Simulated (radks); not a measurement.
Q: All-electron atom: Br2+ in [Ar] 3d8 4s1 4p6 (not the ground configuration). Method: Dirac Kohn-Sham, BLYP, spin-unpolarised, spherical densities, finite nucleus; open shells are shared between the two j in proportion to 2j + 1; Fermi nuclear charge, rms radius 4.1629 fm; computed with a radial shooting solver on a logarithmic mesh with Libxc functionals.

Spin-orbit splittings of the eigenvalues, e(l+1/2) - e(l-1/2), with zeta = 2 splitting/(2l+1) and mean radii in bohr:

shell  occ.  splitting (eV)  zeta (eV)  <r> j=l-1/2  <r> j=l+1/2
2p        6           47.50      31.67       0.1627       0.1666
3p        6           7.205      4.803       0.5439       0.5536
3d        8           1.208     0.4830       0.5525       0.5559
4p        6               ?          ?        1.666        1.694

Estimate the 4p splitting.

A: 0.8494 eV (zeta = 0.5663 eV).
